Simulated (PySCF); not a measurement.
C2H4ClFSi2, SMILES C#C[SiH2][Si@H](F)Cl. Coordinates come from a PBE-D3(BJ)/def2-SVP optimisation. The structure was generated by enumeration; whether it is a known compound was not checked. One conformer was computed; it need not be the lowest.

Computed equilibrium geometry at PBE-D3(BJ)/def2-SVP (PySCF confirms it by a frequency run) as bond lengths and angles (one conformer of several):
Atoms: C1 C2 Si3 Si4 F5 Cl6 H7 H8 H9 H10. Bonded distances (Å): C1–C2 1.229, C1–H7 1.083, C2–Si3 1.831, Si3–Si4 2.352, Si3–H8 1.504, Si3–H9 1.504, Si4–F5 1.639, Si4–Cl6 2.075, Si4–H10 1.500. Bond angles (°): C2–C1–H7 179.7, C1–C2–Si3 177.3, C2–Si3–Si4 107.8, C2–Si3–H8 110.4, C2–Si3–H9 110.5, Si4–Si3–H8 108.5, Si4–Si3–H9 110.6, H8–Si3–H9 109.2, Si3–Si4–F5 109.3, Si3–Si4–Cl6 107.6, Si3–Si4–H10 115.7, F5–Si4–Cl6 108.5, F5–Si4–H10 107.3, Cl6–Si4–H10 108.2.
Charge 0, spin multiplicity 1.
